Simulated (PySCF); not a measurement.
SbCl2Br, SMILES [Br][Sb]([Cl])[Cl].

Geometry: r2SCAN-D4/def2-SVP. The def2 effective core potentials stand for the cores of Sb; spin–orbit coupling is left out.

The numbers are results of HF/def2-TZVP run with PySCF, not measurements.

Isolated molecule, no solvent.

```
Quantity                                                                                                        Value
---------------------------------------------------------------------------------------------  ----------------------
total energy                                                                                      -3730.82848 hartree
point group                                                                                                        Cs
highest occupied level                                                                                      -10.84 eV
lowest empty level                                                                                            0.83 eV
orbital gap                                                                                                  11.66 eV
dipole moment                                                                                                  2.89 D
quadrupole, principal values (traceless, Buckingham form, about the centre of nuclear charge)  -3.26, -2.77, 6.02 D·Å
mean static polarisability                                                                      80.5 bohr³ (11.93 Å³)
polarisability, principal values                                                               64.6, 83.4, 93.6 bohr³
```
